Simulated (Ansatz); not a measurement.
Molecule: dichloro(dimethoxy)germane, C₂H₆Cl₂GeO₂, charge 0, multiplicity 1. SMILES: C[O][Ge]([Cl])([Cl])[O]C
Geometry from a B3LYP-D3(BJ)/def2-TZVP (Ansatz, a first-principles code) optimisation:
```xyz
13

C      2.0641     0.4821     1.6698
O      1.0371    -0.4366     1.2873
Ge    -0.0033    -0.0497    -0.0784
Cl     1.1444     0.3924    -1.8277
Cl    -1.2355    -1.7754    -0.3543
O     -0.9744     1.3885     0.2146
C     -1.9414     1.3800     1.2681
H      1.6539     1.4657     1.9137
H      2.5429     0.0673     2.5559
H      2.8113     0.5927     0.8804
H     -2.3819     2.3757     1.2985
H     -2.7296     0.6479     1.0769
H     -1.4805     1.1643     2.2356
```
Charge 0, spin multiplicity 1.

Parts of the frozen-core correlation energy in def2-TZVPPD (Ansatz, hartree). Frozen orbitals: 28; correlated occupied orbitals by spin: 22 and 22; virtual: 362 and 362. Spin-orbit coupling is left out. No relativistic terms.

```tsv
term	value
reference (HF)	-3223.57495
MP2 opposite-spin	(withheld)
MP2 same-spin	(withheld)
CCSD correlation	-1.37527
(T)	(withheld)
T1 diagnostic	0.012
largest doubles amplitude	0.011
```

### Question
What belongs in the gaps?

### Answer

- MP2 opposite-spin, value: -0.99446
- MP2 same-spin, value: -0.32454
- (T), value: -0.05724
